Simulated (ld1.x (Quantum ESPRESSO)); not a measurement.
Ranking RRKJ potentials for V

All share these settings but for the change named:

```json
{
 "Element": "vanadium (V)",
 "Generator": "ld1.x (Quantum ESPRESSO) 7.5",
 "Type": "norm-conserving RRKJ (Kleinman–Bylander form)",
 "Functional": "PW91",
 "Relativity": "scalar-relativistic",
 "Frozen core": "[Ar]",
 "Valence charge": "5",
 "Reference configuration": "3d4 4s1 4p0",
 "Partial waves": "4p (bound, empty): rc 2.70 bohr; 3d (bound): rc 1.75 bohr; 4f channel at 0.25 Ry: rc 2.45 bohr; 4s (bound): rc 2.15 bohr",
 "Local potential": "the s channel",
 "Core correction": "none",
 "rho0": "0.005"
}
```

Test errors are all-electron minus pseudo excitation energies from the reference, over 3d3 4s2 4p0; 3d3 4s1 4p0; 3d3 4s0 4p0; 3d4 4s0 4p0; 3d3 4s0 4p1; 3d3 4s1 4p1; 3d3.5 4s1.5 4p0. None of these files shows a bound ghost.

The base gives 135.7 meV.

Of 10 variants that were run, those that failed, showed a ghost or another fault, or gave nearly equal values are left out.

A variant can come out equal or close to the base, since the largest error may sit in a test that the change hardly touches while other tests move.

(1) Rank these variants by their largest absolute test error, smallest first.
A. wave 3d (bound): rc 1.75 bohr becomes 3d (bound): rc 1.20 bohr
B. core correction a·sin(br)/r model core inside 1.00 bohr
C. functional PBEsol
D. all radii scaled by about 1.34 (s 2.88, p 3.62, d 2.34, f 3.28 bohr)

Answers

(1) D (93.4 meV), C (143.4 meV), A (169.3 meV), B (216.0 meV).
